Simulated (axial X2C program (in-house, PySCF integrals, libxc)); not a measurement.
**SSbS⁺: properties at the nuclei**

Computed with an in-house all-electron X2C program for linear molecules (integrals from PySCF): two-component X2C with atomic mean-field Coulomb and Gaunt terms, Gaussian nuclei, basis S dyall-av3z, Sb dyall-v3z with contracted cores.

S–Sb–S held linear, with bonds 2.150 and 2.150 Å (near the PBE0 minimum at charge 1 of the determinant lowest at the starting distance; the state shown can have its own minimum elsewhere, held linear; other orders of the atoms were not compared).

Determinant lowest in the PBE0 search, Ω = 0 (closed shell), highest spinor 87% S p, 12% Sb d:

```
level  qzz S (a.u.)  qzz Sb (a.u.)
 PBE0          2.64          -5.43
   HF          2.81          -9.41
B3LYP          2.69          -4.99
```

Determinant 2.21 eV from it at PBE0 and this distance, Ω = 2 (⟨Sz⟩ = 1.00, ⟨Lz⟩ = 1.00 at PBE0), spin on the atoms S 0.52, Sb -0.03, S 0.52:

```json
{"level": "PBE0", "A∥/gI S (MHz)": "175", "qzz S (a.u.)": "-0.41", "A∥/gI Sb (MHz)": "1060", "qzz Sb (a.u.)": "-5.54"}
{"level": "HF", "A∥/gI S (MHz)": "218", "qzz S (a.u.)": "-0.46", "A∥/gI Sb (MHz)": "1010", "qzz Sb (a.u.)": "-6.16"}
{"level": "B3LYP", "A∥/gI S (MHz)": "181", "qzz S (a.u.)": "-0.43", "A∥/gI Sb (MHz)": "1040", "qzz Sb (a.u.)": "-5.33"}
```

A∥ (defined per Ω) follows by multiplying with gI = μI/(I μN); qzz is the electric field gradient, eQq0 = 234.96 MHz × Q/barn × qzz. The operators were transformed with the bare-nucleus X2C matrices; with these basis sets, hyperfine constants and field gradients can be off by tens of per cent, and where levels differ in sign neither size nor sign is settled.

Problem. With Q(33S) = -0.0694 barn, Q(121Sb) = -0.543 barn (Q from Pyykkö, Mol. Phys. 2018), turn the PBE0 values of the first state into constants in MHz.

Solution. eQq0(33S) = 234.96 × (-0.0694) × (2.64) = -43 MHz; eQq0(121Sb) = 234.96 × (-0.543) × (-5.43) = 693 MHz.

The molecule was held linear; bending was not examined, so a bent shape may lie lower.

Each state is one determinant with collinear spin, which with several unpaired electrons need not be a pure state. Unrestricted Hartree–Fock can overshoot spin polarisation at the nuclei. With several open shells hyperfine constants can be off by a factor of several. Open-shell Ω = 0 determinants with evenly filled partner blocks cannot be reached by this program, so the Ω shown need not be the lowest component. The search compared states at one distance, so a state with another bond length can lie lower. PBE0 term energies can be off by some tenths of an eV.
